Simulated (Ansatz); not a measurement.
CH6AlClSi, SMILES `[CH3][AlH][SiH2]Cl`. The species carries charge 0 and has multiplicity 1.

| atom | x (Å) | y (Å) | z (Å) |
| --- | --- | --- | --- |
| C1 | 0.018 | -1.801 | 0.605 |
| Al2 | 0.914 | -0.228 | -0.112 |
| Si3 | -0.359 | 1.839 | -0.548 |
| Cl4 | -2.360 | 1.526 | -0.068 |
| H5 | -1.056 | -1.652 | 0.733 |
| H6 | 0.442 | -2.073 | 1.578 |
| H7 | 0.169 | -2.665 | -0.050 |
| H8 | 2.475 | -0.235 | -0.427 |
| H9 | 0.090 | 3.008 | 0.261 |
| H10 | -0.332 | 2.280 | -1.972 |

Task: Give the diagnostics of a CCSD(T)/def2-TZVPP run (frozen core, Ansatz). (An estimate is asked.)

Result: Computed: T1 = 0.0101, largest single amplitude 0.012, largest double 0.026, (T) share of the correlation energy 3.7 %, 9 CCSD cycles. The RHF solution is stable towards an unrestricted one. T1 lies under the customary mark of 0.02 for closed shells.
